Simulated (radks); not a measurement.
Question: The mean radii <r> (bohr) of the occupied orbitals of an atom or ion are listed with their occupations. All-electron calculation, scalar-relativistic Kohn-Sham, LDA (Slater exchange, Perdew-Wang correlation), spin-polarised, spherical densities, finite nucleus; Fermi nuclear charge, rms radius of each element as measured or else 0.836 A^(1/3) + 0.57 fm. Program: a radial shooting solver on a logarithmic mesh with Libxc functionals.

orbital  occ.      <r>
1s up       1  0.02152
1s down     1  0.02152
2s up       1  0.09088
2s down     1  0.09079
2p up       3  0.08018
2p down     3  0.08008
3s up       1   0.2243
3s down     1   0.2247
3p up       3   0.2197
3p down     1   0.2201
3d up       3   0.1948
4d up       2   0.4162

Name the element and its charge. Open shells, if any, are filled with parallel spins first.

Answer: Z = 65, terbium, charge +44: Tb44+ in [Ne] 3s2 3p4 3d3 4d2. The 1s radius gives Z: for a bare nucleus <r> = (2 gamma + 1)/(2Z) with gamma = sqrt(1 - (Z/c)^2), 0.02124 bohr for Z = 65, and screening makes it slightly larger (0.02152 here). The occupations add up to 21, and the charge is Z minus that.
